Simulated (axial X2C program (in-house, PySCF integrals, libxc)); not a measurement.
The numbers below are computed, except where a source is named.
# LiAu⁻: input and output

Program: an in-house relativistic program for diatomic molecules.

The run was started with this input:
```json
{"zs": [79, 3], "q": -1, "bas": ["dyall-acv3z", "dyall-av3z"], "levels": ["PBE0", "HF", "BHandHLYP"], "cc": true, "r0": 2.57, "thr": -2.0, "nmax": 90, "npts": 10, "nst": 2, "ntry": 6}
```
```bash
python so2c.py task.json out
```

Keys: zs atomic numbers; q charge; bas basis sets; levels methods; cc coupled cluster on or off; r0 starting distance in Å; thr threshold in hartree for freezing inner shells (an s shell follows its p shell); nmax most natural virtual spinors; npts points on the curve; nst determinants followed; ntry starts of the search. HF also brings MP2.

Output of the HF step, 2c, at R = 2.428 Å for the state Ω = 1/2. It starts from PBE0 orbitals of this distance.

```
two-component X2C + atomic mean field  HF
basis functions 238  fitting functions 1116  grid points 5083
iter        total energy     max residual
   1     -19018.872829117     1.26e+00
   2     -19018.910067414     1.64e-02
   3     -19018.911260574     1.92e-02
   4     -19018.912823502     1.39e-03
   5     -19018.912979427     6.37e-04
   6     -19018.913030347     4.15e-04
   7     -19018.913048947     3.38e-04
   8     -19018.913061882     3.10e-04
   9     -19018.913083509     2.69e-04
  10     -19018.913108573     2.13e-04
  11     -19018.913130564     1.17e-04
  12     -19018.913138089     6.96e-05
  13     -19018.913139490     5.22e-05
  14     -19018.913140293     3.72e-05
  15     -19018.913140865     2.55e-05
  16     -19018.913141126     1.49e-05
  17     -19018.913141295     6.82e-06
  18     -19018.913141335     3.21e-06
  19     -19018.913141339     9.38e-07
  20     -19018.913141339     4.37e-07
converged
one-electron -26179.41335096  Coulomb 7492.57035182  exact exchange -366.04774304  xc functional 0.00000000  nuclear repulsion 51.65362397  atomic mean-field constant -17.67602311
correlated 13  virtual 297  natural virtual 90  E(MP2) -0.450166676  MP2 remainder -0.020009745
iter   CCSD correlation   residual
   1     -0.379120184   1.66e-01
   2     -0.393439229   6.28e-02
   3     -0.396024852   2.65e-02
   4     -0.396017410   9.48e-03
   5     -0.396170426   4.63e-03
   6     -0.396215117   1.72e-03
   7     -0.396209282   6.47e-04
   8     -0.396212379   2.07e-04
   9     -0.396212207   9.19e-05
  10     -0.396213249   3.49e-05
  11     -0.396212765   1.28e-05
  12     -0.396212833   5.22e-06
  13     -0.396212796   2.56e-06
  14     -0.396212772   1.35e-06
  15     -0.396212777   5.79e-07
(T) -0.021554369  T1 0.0402  D1 0.1019  max T2 0.057
```
Energies are in hartree; totals compare only within one Hamiltonian and basis. T1 is large, a sign of multireference character or of a spin-contaminated reference. T1 in the output is the amplitude norm over the root of the electron number; divide by √2 for the Lee–Taylor value.
